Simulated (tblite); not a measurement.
Question: Write a Z-matrix for `S=C[CH]c1ccncc1` [radical] as optimised with GFN2-xTB. (Doublet state.)

Answer: 
Z-matrix in Å and degrees, rows numbered from 1:
```
S 
C   1  1.6944
C   2  1.3540  1  129.54
C   3  1.4389  2  127.74  1    -0.21
C   4  1.3995  3  124.07  2    -0.74
C   5  1.3818  4  119.49  3  -179.53
N   6  1.3201  5  122.53  4    -0.11
C   7  1.3201  6  119.11  5    -0.13
C   8  1.3804  7  123.05  6     0.22
H   2  1.0840  1  112.58  3  -179.97
H   3  1.0826  2  116.89  1   179.83
H   5  1.0829  4  120.25  3     0.42
H   6  1.0809  5  121.44  4   179.72
H   8  1.0821  7  115.77  6  -179.78
H   9  1.0795  4  120.47  3    -0.40
```

C6 (carbon bonded to C, N and H) is planar (angles 122.5°, 121.4° and 116.0°, sum 360.0°, 0.00 Å off the plane of its three neighbours). C4 (carbon bonded to 3 C) is planar (angles 124.1°, 119.0° and 116.9°, sum 360.0°, 0.00 Å off the plane of its three neighbours). C2 (carbon bonded to C, S and H) is planar (angles 129.5°, 117.9° and 112.6°, sum 360.0°, 0.00 Å off the plane of its three neighbours). Of the pairs four or more bonds apart, S1···H12 is among the closest relative to their van der Waals radii: 2.29 Å, 76 % of the sum of Bondi's values.

Structure optimised with GFN2-xTB, isolated species. This method treats the open shell by occupation alone, without spin polarisation.

Point group: Cs (every atom within 0.08 Å of its image). Its GFN2-xTB frequencies are all real (lowest 42 cm⁻¹). Torsions: S1–C2–C3–C4 0°, C2–C3–C4–C5 -1°. 2 starts were optimised and ended at 0.00 and 0.23 kcal/mol (GFN2-xTB); the lowest of these is shown.

One conformer stands for the species.

These are computed values.
